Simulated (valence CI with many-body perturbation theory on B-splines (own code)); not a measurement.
## Ladder of approximations for Re LIV

Computed by relativistic CI+MBPT: four valence electrons over a frozen Dirac-Fock core [Ar], radial functions for each j: 9 s, 9 p, 10 d, 8 f, 5 g, 3 h, 1 i, with the one-electron correlation potential Σ1, the two-electron term Σ2, the three-electron term Σ3, Breit, model QED; selected CI, second order for the rest (own B-spline code, finite nucleus).

The last digits are not significant, and no measured levels were compared; by estimate large intervals hold to a few tenths of a per cent, small ones and those within an open d or f shell to about a per cent. The list stops below the first excitations out of the core. Only levels of the ground parity were solved; by the run's estimate the other parity begins above the list, which can be wrong where configurations are misplaced.

Each rung adds one term. CI alone is the Dirac-Coulomb CI over the frozen core; QED comes last and gives the full result, which names the levels. Energies are above (3d3/2^4) J=0 on the same rung, in cm⁻¹.

Levels are named by their leading jj configuration (3d3/2^4 stands for four electrons in 3d with j = 3/2), which in mixed levels can hold well under half, so a name can repeat and another be missing. Letters in brackets count levels of one name in rising energy.

```tsv
Level	CI alone	+ Σ1	+ Σ2	+ Σ3	+ Breit	Full
(3d3/2^3 3d5/2) J=1	559856	562070	566610	567872	552818	554496
(3d3/2^3 3d5/2) J=4	671917	674183	678993	678816	649854	651537
(3d3/2^3 3d5/2) J=2	692944	695290	697053	698457	677058	678799
(3d3/2^3 3d5/2) J=3	721976	724312	726293	726840	704542	706265
(3d3/2^2 3d5/2^2) J=0 [a]	1193410	1197860	1204290	1204250	1176620	1179970
(3d3/2^2 3d5/2^2) J=2 [a]	1198180	1202570	1208920	1210950	1180250	1183550
(3d3/2^2 3d5/2^2) J=4 [a]	1226570	1231050	1239920	1240980	1199450	1202810
(3d3/2^2 3d5/2^2) J=3 [a]	1240040	1244530	1251220	1252370	1216460	1219820
(3d3/2^2 3d5/2^2) J=5	1279380	1283870	1293030	1293740	1245460	1248810
(3d3/2^2 3d5/2^2) J=6	1310300	1314810	1325460	1325750	1268290	1271650
(3d3/2^2 3d5/2^2) J=1	1313890	1318430	1321370	1322840	1289720	1293100
(3d3/2^2 3d5/2^2) J=3 [b]	1344900	1349390	1352520	1353280	1313820	1317150
(3d3/2^2 3d5/2^2) J=4 [b]	1354020	1358560	1363900	1363530	1317230	1320600
(3d3/2^2 3d5/2^2) J=2 [b]	1364790	1369330	1371060	1372750	1333680	1337050
(3d3/2^2 3d5/2^2) J=2 [c]	1463630	1468230	1469010	1470070	1437710	1441090
(3d3/2^2 3d5/2^2) J=4 [c]	1513970	1518590	1519650	1521140	1481670	1485060
(3d3/2^2 3d5/2^2) J=2 [d]	1616780	1621500	1617930	1619150	1586730	1590170
(3d3/2^2 3d5/2^2) J=0 [b]	1745540	1750470	1744760	1746580	1719510	1723070
(3d3/2 3d5/2^3) J=4	1860900	1867570	1878230	1878760	1825590	1830600
(3d3/2 3d5/2^3) J=3 [a]	1869060	1875740	1884660	1885500	1837180	1842190
(3d3/2 3d5/2^3) J=1	1910190	1916880	1922960	1923340	1879750	1884750
(3d3/2 3d5/2^3) J=5	1930460	1937200	1947720	1948250	1885550	1890590
(3d3/2 3d5/2^3) J=6	1938690	1945430	1958610	1959110	1889620	1894660
(3d3/2 3d5/2^3) J=2	1992000	1998750	2003110	2005060	1955070	1960090
(3d3/2 3d5/2^3) J=3 [b]	2013440	2020200	2024830	2025200	1971120	1976150
```

Question: How does the ionisation energy move along the ladder, and which term matters most?

Answer: CI alone 5092.6, + Σ1 5095.2, + Σ2 5104.1, + Σ3 5104.3, + Breit 5099.1, + QED 5099.4 eV. The largest step is Σ2, 8.9 eV. NIST lists 5099 ± 5 eV (theoretical).
